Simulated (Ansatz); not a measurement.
`[F][GeH2][C]1=CC1` + H₂O → `[OH][GeH2][F]` + `C1=CC1` at 500 K and 1 bar (formal hydrolysis of a Ge–C bond).

Computed with Ansatz on PBE0-D4/def2-TZVP structures; ΔE is electronic, products minus reactants. CBS: MP2 limit from def2 TZ/QZ plus the TZ coupled-cluster correction, frozen cores. This one scheme is used for every species. For Ge outer-core shells are correlated without core-valence functions, which leaves a few kJ/mol of doubt a bond. Scalar relativity is left out up to krypton. Each species was taken in one conformer, which may not be the lowest.

```
            species  CCSD(T)/CBS energy (Eh)  H − E (kJ/mol)  S (J/(mol·K))
`[F][GeH2][C]1=CC1`              -2293.00868           216.3          405.7
                H₂O                -76.37941            73.2          206.3
    `[OH][GeH2][F]`              -2252.93819           114.8          333.0
           `C1=CC1`               -116.45901           172.1          275.5
```

H − E and S are ideal-gas, rigid-rotor, harmonic terms from PBE0-D4/def2-TZVP, for one conformer and one mirror image of each species. 1 Eh = 2625.50 kJ/mol, R = 8.31446 J/(mol·K).

**Question.** By hand: ΔE, ΔH, ΔS and ΔG.

**Answer.** ΔE = (-2252.93819) + (-116.45901) − (-2293.00868) − (-76.37941) = -0.00911 Eh = -23.9 kJ/mol. Δ(H − E) = 114.8 + 172.1 − 216.3 − 73.2 = -2.6, so ΔH = -26.5 kJ/mol. ΔS = 333.0 + 275.5 − 405.7 − 206.3 = -3.5 J/(mol·K). ΔG = -26.5 − 500 × (-3.5)/1000 = -24.8 kJ/mol.

**Question.** By hand: the equilibrium constant, and the temperature at which ΔG would vanish if ΔH and ΔS stayed fixed.

**Answer.** log₁₀ K = −ΔG/(RT ln 10) = 2.6. ΔG = 0 at ΔH/ΔS = 7571 K, far beyond where these terms or the molecules hold.

The number of gas molecules stays the same, so ΔS is small and ΔH decides. A doubt of 5 kJ/mol in ΔE shifts log₁₀ K by 0.5 here. Other conformers and mirror images would add mixing entropy, several J/(mol·K) or more a flexible species. Modes under 60 cm⁻¹, often nearly free rotors, make the harmonic entropy too high. These are equilibria of isolated gas molecules and say nothing of rates. Largest T1 diagnostic: 0.012 (customary marks: 0.02 for closed shells, 0.045 for open ones).
